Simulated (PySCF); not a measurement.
Stepwise substitution at one centre (Si OH-H). Isolated molecules, 0 K electronic values unless said otherwise. One relaxed conformer stands for each flexible species; it need not be the lowest. Strings in code marks are SMILES.

Computed with PBE0-D3(BJ)/def2-TZVP (PySCF 2.14.0). All candidates: neutral, multiplicity 1. Delta-SCF ions had no search for a lower state. Excitations are Tamm–Dancoff values on a coarser integration grid. The basis has no diffuse functions, so Rydberg states are missing or too high.

```yaml
HOMO–LUMO gap: 9.60 eV
S1 excitation (TDA): 8.16 eV
vertical ionisation energy (Delta-SCF): 11.35 eV
```

### Question
Identify which member has these values.
(A) `O[SiH2]O` (H–O–Si–O torsion 66°, O–Si–O–H torsion 66°)
(B) `O[SiH3]`
(C) `O[SiH](O)O`
(D) `O[Si](O)(O)O`

### Answer
D, `O[Si](O)(O)O`. The others give `O[SiH](O)O`: 9.66 eV, 8.43 eV, 11.17 eV; `O[SiH2]O` (H–O–Si–O torsion 66°, O–Si–O–H torsion 66°): 9.41 eV, 7.92 eV, 11.30 eV; `O[SiH3]`: 8.77 eV, 7.14 eV, 11.23 eV
